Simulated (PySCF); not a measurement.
**Correlation energy of Cl (chlorine, neutral)**

Starting occupation: [Ne] 3s2 3p5, 3p1/2 with m_j = -1/2, +1/2, 3p3/2 with m_j = -1/2, +1/2, +3/2. All numbers are calculated (PySCF 2.14, X2C-1e with screened-nucleus spin-orbit coupling, Gaussian nucleus, in x2c-TZVPPall-2c (5s6p3d1f, 45 functions)). Frozen: [Ne]; 7 electrons correlated; the 6 highest virtual spinors left out.

MP2 pair energies summed by pair of shells (mhartree):

| pair | energy | share (%) |
| --- | --- | --- |
| 3p-3p | -99.89 | 61.1 |
| 3p-3s | -54.20 | 33.2 |
| 3s-3s | -9.34 | 5.7 |

Total MP2 correlation energy: -163.44 mhartree.

The GHF reference relaxed away from the jj start to a determinant that is no pure jj level (⟨S²⟩ = 0.75, ⟨J²⟩ = 3.76); the energies belong to that determinant.
